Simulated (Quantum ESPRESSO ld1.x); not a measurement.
Results of a calculation; reference values are marked as such.
Task: Species: the niobium ion Nb4+. Configuration: [Kr] 5d1 (not the ground configuration). Code: ld1.x of Quantum ESPRESSO 7.5. Model: scalar-relativistic Kohn-Sham, LDA (Slater exchange, Perdew-Zunger correlation), spin-polarised, spherical densities, point nucleus; open shells are filled with parallel spins first. Some entries of the table are withheld. Estimate them.

orbital,occ.,eigenvalue (hartree),<r^2> (bohr^2)
1s up,1,-692.256,0.001761
1s down,1,-692.256,0.001761
2s up,1,-98.6305,0.02951
2s down,1,-98.6292,0.02951
2p up,3,-88.3549,0.02321
2p down,3,-88.3539,0.02321
3s up,1,-18.1237,0.2258
3s down,1,-18.1227,0.2258
3p up,3,-14.7655,0.2318
3p down,3,-14.7645,0.2318
3d up,5,-9.26111,0.2255
3d down,5,-9.25974,0.2255
4s up,1,(1),1.428
4s down,1,(2),1.428
4p up,3,-3.15291,1.726
4p down,3,-3.14842,1.724
5d up,1,(3),14.80
5d down,0,(4),15.09

Result: 
(1) 4s up eigenvalue (hartree): -4.07105
(2) 4s down eigenvalue (hartree): -4.06668
(3) 5d up eigenvalue (hartree): -0.82615
(4) 5d down eigenvalue (hartree): -0.78100
